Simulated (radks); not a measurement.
Spin polarisation of the 5d6 shell in Os+. Start: [Xe] 4f14 5d(up 3, down 3) 6s(up 0.5, down 0.5); electrons of 5d are moved from spin down to spin up, other shells keep equal spins. Method: scalar-relativistic Kohn-Sham, PBE, spin-polarised, spherical densities, point nucleus; computed with a radial shooting solver on a logarithmic mesh with Libxc functionals.

[
 {"moment (Bohr magnetons)": "0", "E - E(0) (eV)": "0.000", "e(5d up) (eV)": "-14.139", "e(5d down) (eV)": "-14.139", "6s down minus up (eV)": "0.000"},
 {"moment (Bohr magnetons)": "1", "E - E(0) (eV)": "-0.160", "e(5d up) (eV)": "-14.443", "e(5d down) (eV)": "-13.801", "6s down minus up (eV)": "0.396"},
 {"moment (Bohr magnetons)": "2", "E - E(0) (eV)": "-0.642", "e(5d up) (eV)": "-14.713", "e(5d down) (eV)": "-13.426", "6s down minus up (eV)": "0.795"},
 {"moment (Bohr magnetons)": "3", "E - E(0) (eV)": "-1.448", "e(5d up) (eV)": "-14.950", "e(5d down) (eV)": "-13.012", "6s down minus up (eV)": "1.201"},
 {"moment (Bohr magnetons)": "4", "E - E(0) (eV)": "-2.581", "e(5d up) (eV)": "-15.154", "e(5d down) (eV)": "-12.558", "6s down minus up (eV)": "1.614"}
]

At moment 4 the spin-polarisation energy is -2.581 eV and the 5d exchange splitting 2.596 eV, that is 0.649 eV per Bohr magneton; E = -I m^2/4 would give I = 0.645 eV.
